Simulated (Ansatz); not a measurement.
Be2O3⁻ was relaxed with r2SCAN-D4 (def2-TZVPD) in Ansatz in these states: charge -1 doublet, charge -1 quartet. The geometries follow in no particular order.

A:

```xyz
5

Be    0.594    0.719   -0.953
Be   -0.358   -1.226    0.932
O     1.165    1.609   -1.990
O    -1.452   -0.990    1.980
O     0.051   -0.113    0.031
```

B:

```xyz
5

Be   -0.871   -0.075    1.140
Be    0.870    0.075   -1.140
O    -1.733   -0.149    2.275
O     1.737    0.149   -2.272
O    -0.003   -0.001   -0.002
```

**Question.** Judge from the bond lengths which geometry belongs to which state (an estimate).

**Answer.** A is the charge -1 quartet (Be2–O4 1.533 Å, Be2–O5 1.489 Å, Be1–O3 1.481 Å); B is the charge -1 doublet (Be2–O4 1.428 Å, Be2–O5 1.436 Å, Be1–O3 1.428 Å).

At r2SCAN-D4/def2-TZVPD the highest occupied level of the charge -1 quartet lies above zero (up to 1.23 eV). It is a level of α spin, whose loss leaves a triplet; that state wasn't run at this geometry and level. The electron is either unbound and held by the finite basis, or the level is raised by self-interaction error. At PBE0-D4/def2-TZVPD a doublet lies 3.00 eV below the charge -1 quartet. These are the stationary points nearest to one start from a short search; other shapes may lie lower in each state.
